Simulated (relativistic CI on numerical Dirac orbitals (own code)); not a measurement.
Hyperfine structure of Te XXI, mass number 125

Method of calculation: Dirac-Coulomb-Breit CI, KLI orbitals optimised for each configuration, model QED (radiative potential, 1s self-energy scaled to tabulated hydrogen-like ionisation energies), unscaled Slater integrals (own radial code, finite nucleus).

Configurations in the expansion (outside the closed core [Ar] 3d10): 4s²4p², 4s4p³, 4s²4p4d, 4p⁴, 4s4p²4d, 4s²4p4f, 4s4p²4f, 4p³4d, 4s4p4d², 4s²4d4f, 4p³4f, 4s²4p5s, 4s²4d², 4s4d³, 4s4d²4f, 4p²4d², 4p4d³, 4p4d²4f, 4p4d²5s, 4s²4f², 4s4d4f², 4s4f³, 4p²4f², 4p4d4f², 4p4f³, 4p4f²5s. Double excitations out of closed p, d and f shells are left out; levels of such configurations are missing from the list, as are those of other unlisted configurations, and high levels can miss mixing partners.

Nuclear spin I = 1/2, μ = -0.887 μN (tables of Stone and Pyykkö). The electronic factors are computed for point nuclear moments, without core polarisation or the Bohr-Weisskopf and QED corrections.

```tsv
Level	E (eV)	A (GHz)
4s²4p² ³P1	10.7833	6.927
4s²4p² ¹D2	13.1287	-50.4
4s²4p² ³P2	25.7648	-24.7
4s4p³ ⁵S°2	54.3157	-125.6
4s4p³ ³D°1	63.4535	68.72
4s4p³ ³D°2	66.5162	-89.81
4s4p³ ³D°3	70.1558	-112.6
4s4p³ ³P°1	76.9400	-120.5
```

Levels with J = 0, under 50 % of one LS term, or S terms without an open s electron are left out. Small factors come from cancelling terms and can be off by tens of per cent or more.

At this charge energies of transitions that change n are usually good to better than 1 %, and those within a shell (Δn = 0) to a few per cent.

**Question.** Give the hyperfine levels of 4s²4p² ¹D2 relative to its centre of gravity.

**Answer.** With K = F(F + 1) − I(I + 1) − J(J + 1), E = AK/2: F = 3/2: 75.59, F = 5/2: -50.4 GHz.

LS names give the leading component of a level, which can be under half, so a name can repeat, a term be missing and a line seem to break the LS rules.
